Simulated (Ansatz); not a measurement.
Start from `C=CC(=C)CF` and change one atom or group to get `C=CC(=C)[TeH]`.

Ansatz, PBE0-D4/def2-TZVP geometries, multiplicity 1. Each molecule was computed in one conformer, which needn't be the lowest.

Elements past krypton have def2 core potentials.

| property | `C=CC(=C)CF` |
| --- | --- |
| HOMO energy (PBE/def2-TZVPP) / eV | -6.01 |
| HOMO–LUMO gap (PBE/def2-TZVPP) / eV | 4.04 |
| HOMO–LUMO gap (PBE0/def2-TZVPP) / eV | 5.97 |
| HOMO energy (PBE0/def2-TZVPP) / eV | -7.00 |
| LUMO energy (ωB97M-V/def2-TZVPP) / eV | 1.01 |
| LUMO energy (B3LYP/def2-TZVPP) / eV | -1.24 |

Task: What does the change do to each property? (An estimate is asked.)

Result: Ansatz gave: 
```csv
property,`C=CC(=C)[TeH]`,shift
HOMO energy (PBE/def2-TZVPP) / eV,-5.18,0.83
HOMO–LUMO gap (PBE/def2-TZVPP) / eV,3.04,-1.00
HOMO–LUMO gap (PBE0/def2-TZVPP) / eV,4.97,-1.00
HOMO energy (PBE0/def2-TZVPP) / eV,-6.18,0.82
LUMO energy (ωB97M-V/def2-TZVPP) / eV,0.83,-0.18
LUMO energy (B3LYP/def2-TZVPP) / eV,-1.40,-0.16
```

With PBE0 the HOMO rises by 0.82 eV and the LUMO falls by 0.18 eV, so the gap narrows by about 1.00 eV. PBE moves the HOMO by 0.83 eV and ωB97M-V by 0.84 eV.

B3LYP here is the variant with VWN-RPA as its local correlation; programs differ in this.

Spin–orbit coupling is left out; it splits and shifts lone-pair levels of the heavy atoms by tenths of an eV.
